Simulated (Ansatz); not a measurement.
Reaction (formal loss of a carbene): `O[SiH2]C(O)(F)F` → `F[C]F` + `O[SiH2]O`

Calculated with Ansatz (gas phase, PBE0-D4/def2-TZVP geometries, no zero-point term in ΔE). CBS: MP2 limit from def2 TZ/QZ plus the TZ coupled-cluster correction, frozen cores. This one scheme is used for every species. Functionals use def2-TZVPP. Each species was taken in one conformer, which may not be the lowest.

**Question.** Is it downhill or uphill in electronic energy at CCSD(T)/CBS, and by how much? (Best estimate.)

**Answer.** The calculation gave: Uphill: ΔE = +1.20 eV.

**Question.** What do these levels give: BHLYP-D4, B2PLYP, revPBE, r2SCAN, BHLYP, SCS-MP2/def2-TZVPP? (Estimate.)

**Answer.** The calculation gave: BHLYP-D4 1.30, B2PLYP 1.17, revPBE 1.14, r2SCAN 1.41, BHLYP 1.21, SCS-MP2/def2-TZVPP 1.18 eV.

**Question.** What do rigid-rotor, harmonic-oscillator terms from PBE0-D4/def2-TZVP frequencies (298.15 K, 1 bar) make of the CCSD(T)/CBS value? (Best estimate.)

**Answer.** Computed: ΔZPE = -0.13 eV, ΔH = +1.10 eV, ΔS = 159 J/(mol·K), ΔG = +0.61 eV.

Largest T1 diagnostic among the species: 0.017.

At CCSD(T), def2-SVP lies +0.24 eV from the extrapolated value and def2-TZVPP −0.05 eV. Leaving LDA and LC-ωPBE aside and taking each functional with its dispersion term where it has one, the values spread over 0.35 eV, from B2PLYP to PBE0-D4. LDA lies +0.57 eV from PBE without D4. From r2SCAN to r2SCAN0 (25 % exact exchange), in def2-TZVPP and without D4, ΔE moves by +0.03 eV.
